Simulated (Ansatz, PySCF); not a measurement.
Bond stretch in SeLi (cation, charge +1), lowest singlet found (which spin is the ground state isn't settled by this scan).

- RCCSD(T) = CCSD(T) on RHF/aug-cc-pVDZ, cores with 3d frozen in Ansatz (a quantum-chemistry and plane-wave program)
- RKS-BP86/6-31G* = restricted BP86/6-31G*, spherical d run with PySCF
- RHF/aug-cc-pVDZ (Ansatz)
- FCI = full CI/aug-cc-pVDZ, cores with 3d frozen run with Ansatz

Energies relative to the lowest point of each curve between 2.26 and 3.36 Å, where full CI is lowest, in kcal/mol:

```tsv
R / Å	RCCSD(T)	RKS-BP86/6-31G*	RHF
1.77	65.8	61.0	65.2
1.92	36.1	32.7	35.1
2.26	6.6	5.4	6.0
2.58	0.2	0.0	0.1
2.69	0.0	0.0	0.0
2.79	0.3	0.4	0.4
2.97	1.6	1.8	1.8
3.63	8.0	8.5	8.3
3.94	10.4	11.1	10.7
4.42	13.0	14.0	13.3
5.49	15.7	17.1	16.2
6.25	16.5	18.0	17.1
```

Q: Predict the corresponding FCI column.

A: 1.77: 66.4; 1.92: 36.3; 2.26: 6.6; 2.58: 0.2; 2.69: 0.0; 2.79: 0.3; 2.97: 1.6; 3.63: 8.3; 3.94: 10.8; 4.42: 13.6; 5.49: 16.7; 6.25: 17.6 (kcal/mol).

The restricted form behind RKS-BP86/6-31G*, RHF keeps the bonding electrons paired and can't separate into open-shell fragments. Also computed but left out beside FCI, since their determinant holds another spin at the minimum (<S²> over 0.7 above the pure value): UHF, UMP2, UCCSD, UCCSD(T), UKS-PBE, UKS-B3LYP, UKS-B3LYP/6-31G*, UMP2/3-21G, UMP2/6-31G*, UKS-BP86/6-31G*.
